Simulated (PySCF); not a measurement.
Computed IR spectrum (relative IR intensity) of a molecule CH₇FOSi₂. Coordinates come from a PBE0-D3(BJ)/def2-SVP optimisation. One conformer was computed; it need not be the lowest. Level of theory: PBE0-D3(BJ)/def2-SVP (PySCF 2.14.0). Frequencies are harmonic and unscaled.

Lines under 2 % of the strongest are left out, and lines within 2 cm⁻¹ are merged.

| ν (cm⁻¹) | relative intensity |
|---|---|
| 221 | 9.2 |
| 279 | 14 |
| 286 | 3.8 |
| 356 | 21 |
| 688 | 8.4 |
| 727 | 23 |
| 760 | 9.2 |
| 802 | 57 |
| 832 | 5.1 |
| 859 | 2.6 |
| 895 | 100 |
| 933 | 3.7 |
| 944 | 21 |
| 954 | 12 |
| 969 | 70 |
| 1014 | 8.1 |
| 1086 | 52 |
| 1373 | 4.1 |
| 2226 | 36 |
| 2229 | 24 |
| 2256 | 24 |
| 2263 | 46 |
| 3943 | 37 |

**Question.** Pick the molecule that these values belong to.
A. O[Si@@H](F)C[SiH3]
B. F[SiH2]CO[SiH3]
C. O[Si@@H]([SiH3])CF
D. CO[Si@@H](F)[SiH3]

**Answer.** A, O[Si@@H](F)C[SiH3]
